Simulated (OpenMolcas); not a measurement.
## Tb3+ in Cs2NaYCl6: curves along the breathing mode

Tb3+ with its 6 nearest chloride ions, on the Y site of Cs2NaYCl6 (a = 10.7396 Å, distance in the model lattice 2.619 Å). The rest of the host is ab initio model potentials to 7.6 Å, with orthogonalisation functions on the cations behind the ligands, and point charges beyond; the distance is set by hand and nothing relaxes. Ligand basis ANO-RCC-VDZP.

| Property | Result |
| --- | --- |
| Program | OpenMolcas 26.06 |
| Method | CASSCF |
| Basis | ANO-RCC-VDZP [7s6p4d2f1g] |
| Scalar Hamiltonian | DKH2, point nucleus |
| Active space | 8 electrons in 7 orbitals (4f) |
| State averaging | 2S+1 = 7 even, 7 roots; 2S+1 = 5 even, 62 roots kept (CI in the orbitals of an earlier block); 2S+1 = 3 even, 3 roots kept (CI in the orbitals of an earlier block, 0 in the spin-orbit step) |
| Spin-orbit coupling | RASSI with atomic mean-field integrals over the reference wave functions |

Spin-free energies (labels of O, the rotations of Oh) in cm-1 above the lowest fitted minimum, as all ligands move together:

| R (Å) | 7A2 | 7T2 | 7T1 | 5E | 5T2 | 5A1 | 5T1 |
| --- | --- | --- | --- | --- | --- | --- | --- |
| 2.485 | 6680 | 6900 | 7390 | 32310 | 32310 | 35660 | 35700 |
| 2.544 | 2030 | 2230 | 2660 | 27660 | 27660 | 31050 | 31080 |
| 2.602 | 130 | 310 | 690 | 25750 | 25750 | 29170 | 29200 |
| 2.661 | 540 | 710 | 1040 | 26160 | 26160 | 29610 | 29630 |
| 2.719 | 2970 | 3120 | 3420 | 28580 | 28580 | 32060 | 32080 |
| 2.778 | 7280 | 7430 | 7690 | 32890 | 32890 | 36390 | 36400 |
| 2.836 | 13190 | 13330 | 13560 | 38790 | 38800 | 42310 | 42330 |

Cubic fits give the following; the wavenumber is harmonic, with the mass of all moving ligands, small differences in it between states hang on the degree of the fit, a number in brackets counts states of one label, and the table is a selection of at most 14 states with clean curves.

```tsv
State	R0 (Å)	Breathing mode (cm-1)	Minimum (cm-1)
7A2	2.621	324	0
7T2	2.622	324	180
7T1	2.623	324	540
5E	2.621	324	25620
5T2	2.621	324	25620
5A1	2.621	324	29050
5T1	2.621	324	29080
5E(2)	2.621	324	29100
5T2(2)	2.621	324	29250
5T1(2)	2.622	324	29400
5E(3)	2.622	324	29460
5T2(3)	2.622	324	29480
5T2(4)	2.621	324	30530
5A1(2)	2.621	324	30660
```

For an f ion spin-orbit coupling outweighs the ligand field, so these spin-free curves are not those of observable levels.

High states are left out of the spin-orbit mixing, which shifts the levels that they would mix with. Without dynamic correlation the ligand-field splitting of an f shell can come out too small, at times by half. A group larger than the point group allows holds several states that coincide in this model. No measured value stands beside these numbers.
